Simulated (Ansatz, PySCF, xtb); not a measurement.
Energy difference R1 → P1, each structure at its B3LYP-D3(BJ)/def2-TZVP stationary point, reached from a drawn start; harmonic modes at that level show minima.
R1, C2H6O (SMILES CCO) (charge 0, multiplicity 1):
```xyz
9

C     -0.8695     0.2254     0.1998
C      0.3890    -0.3536    -0.4242
O      1.5636     0.3735    -0.0747
H     -1.7532    -0.3263    -0.1296
H     -0.9897     1.2729    -0.0806
H     -0.8290     0.1657     1.2910
H      0.4957    -1.4116    -0.1530
H      0.3327    -0.3011    -1.5123
H      1.6602     0.3550     0.8836
```
P1, C2H6O (SMILES COC) (charge 0, multiplicity 1, Z-matrix in Å and degrees):
```
O
C 1 1.4094
H 2 1.0890 1 107.46
H 2 1.0983 3 109.03 1 120.94
H 2 1.0983 3 109.03 4 118.13
C 1 1.4094 2 112.49 3 180.00
H 6 1.0890 1 107.46 2 180.00
H 6 1.0983 7 109.03 1 -120.94
H 6 1.0983 7 109.03 8 -118.13
```

P less R. No zero-point or thermal terms.

Codes used: Ansatz (a quantum-chemistry and plane-wave program); PySCF for the D3/D4 terms; xtb for the GFN methods. No computed number here is a measurement.

Question: One of these levels gives 3.13 kcal/mol for the reaction energy. Which?
(A) GFN1-xTB
(B) r2SCAN-D3(BJ)/def2-TZVPP
(C) B3LYP/def2-TZVPP

Answer: A, GFN1-xTB. The others give 11.53 (r2SCAN-D3(BJ)/def2-TZVPP), 10.58 (B3LYP/def2-TZVPP)
